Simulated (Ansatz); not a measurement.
A nudged elastic band was laid between two geometries of C$_{2}$H$_{11}$NSSi$_{2}$ (17 atoms, charge 0, multiplicity 1).

The calculation used RHF/STO-3G (Ansatz 0.2.0).

| Quantity | Value |
| --- | --- |
| movable images | 7 |
| climbing image | yes |
| spring | 5.0 eV/Å² |
| optimiser | quadratic models (default) |
| start path | IDPP |
| force threshold | 0.05 eV/Å |
| iteration limit | 60 |
| end points | relaxed |

Initial state:

```xyz
17
Properties=species:S:1:pos:R:3
C -0.069 -2.467 -0.448
S -1.000 -1.161 -1.263
Si -0.228 0.560 -0.266
C 1.603 0.718 -0.606
N -0.983 1.978 -0.969
Si -0.652 0.574 1.954
H 1.003 -2.383 -0.609
H -0.243 -2.503 0.624
H -0.383 -3.421 -0.859
H 1.980 1.655 -0.218
H 2.171 -0.079 -0.145
H 1.812 0.696 -1.668
H -0.790 2.098 -1.968
H -2.003 2.001 -0.874
H -0.058 1.711 2.569
H -2.053 0.611 2.202
H -0.127 -0.589 2.585
```

Final state:

```xyz
17
Properties=species:S:1:pos:R:3
C -0.386 -2.474 -0.423
S -0.890 -1.113 -1.488
Si -0.117 0.540 -0.398
C 1.738 0.664 -0.588
N -0.783 1.937 -1.226
Si -0.645 0.471 1.806
H 0.691 -2.524 -0.283
H -0.848 -2.433 0.561
H -0.696 -3.405 -0.886
H 2.123 1.546 -0.093
H 2.243 -0.193 -0.161
H 2.018 0.725 -1.631
H -1.799 2.031 -1.149
H -0.388 2.830 -0.916
H -0.421 1.745 2.402
H -2.012 0.131 2.010
H 0.153 -0.479 2.502
```

**Question.** What changes between the two ends?

**Answer.** No bond is made or broken. The dihedral S2–Si3–N5–H14 goes from 61 to -171°.

**Question.** What energy profile does the band end with?

**Answer.** The forces met the threshold. The highest image is number 5 of 0 to 8, 0.101 eV above the first end and 0.038 eV above the last; the last end lies 0.063 eV above the first. A vibrational analysis at the climbing image gives one clearly imaginary mode, 194i cm⁻¹: a first-order saddle point. Limits of this set-up: minimal basis.

| image | path coordinate (Å) | energy (eV) | dihedral S2–Si3–N5–H14 (°) |
| --- | --- | --- | --- |
| 0 | 0.00 | 0.000 | 61 |
| 1 | 0.38 | 0.002 | 65 |
| 2 | 0.75 | 0.020 | 81 |
| 3 | 1.12 | 0.056 | 99 |
| 4 | 1.50 | 0.089 | 117 |
| 5 | 1.87 | 0.101 | 135 |
| 6 | 2.34 | 0.087 | 156 |
| 7 | 2.81 | 0.068 | 176 |
| 8 | 3.28 | 0.063 | -171 |

**Question.** What is the geometry of the highest image?

**Answer.** 
```xyz
17
Properties=species:S:1:pos:R:3
C -0.138 -2.447 -0.562
S -0.868 -1.071 -1.462
Si -0.144 0.577 -0.329
C 1.720 0.673 -0.446
N -0.810 1.988 -1.137
Si -0.753 0.507 1.851
H 0.948 -2.415 -0.553
H -0.479 -2.503 0.470
H -0.432 -3.371 -1.050
H 2.086 1.579 0.021
H 2.201 -0.163 0.047
H 2.049 0.682 -1.477
H -1.524 1.775 -1.838
H -1.211 2.698 -0.521
H -0.421 1.732 2.496
H -2.155 0.306 1.990
H -0.088 -0.546 2.540
```

**Question.** What are the harmonic wavenumbers there?

**Answer.** 194i, 22, 65, 140, 144, 172, 191, 199, 254, 284, 315, 511, 606, 661, 680, 704, 861, 955, 979, 1039, 1055, 1149, 1169, 1178, 1197, 1244, 1245, 1676, 1716, 1840, 1845, 1849, 1850, 2009, 2859, 2907, 2910, 3548, 3564, 3722, 3739, 3745, 3751, 3966, 4147 cm⁻¹.

Run time: 2.1 min on 1 thread of Arm Neoverse V1, on a shared host, peak memory 0.13 GiB.
